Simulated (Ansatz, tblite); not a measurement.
Forces on the cluster Cu4 at its PBE-D4/def2-SVP geometry. The state is a singlet with charge 0.

The xTB rows come from tblite. The structure comes from a short search, and lower isomers may exist.

GFN1-xTB (tblite), largest force 0.25 eV/Å:

```xyz
4
positions Å, forces eV/Å
Cu    0.175    0.777   -0.811    0.032    0.140   -0.146
Cu   -0.175   -0.777    0.811   -0.032   -0.140    0.146
Cu    1.785   -0.914   -0.490    0.216   -0.111   -0.059
Cu   -1.785    0.914    0.490   -0.216    0.111    0.059
```

GFN2-xTB (tblite), largest force 0.48 eV/Å:

```
Cu -0.005 -0.023 0.024
Cu 0.005 0.023 -0.024
Cu 0.411 -0.210 -0.113
Cu -0.411 0.210 0.113
```

PBE0-D4/def2-TZVP (Ansatz), largest force 0.75 eV/Å:

```
Cu 0.084 0.372 -0.389
Cu -0.084 -0.372 0.389
Cu 0.650 -0.333 -0.178
Cu -0.650 0.333 0.178
```
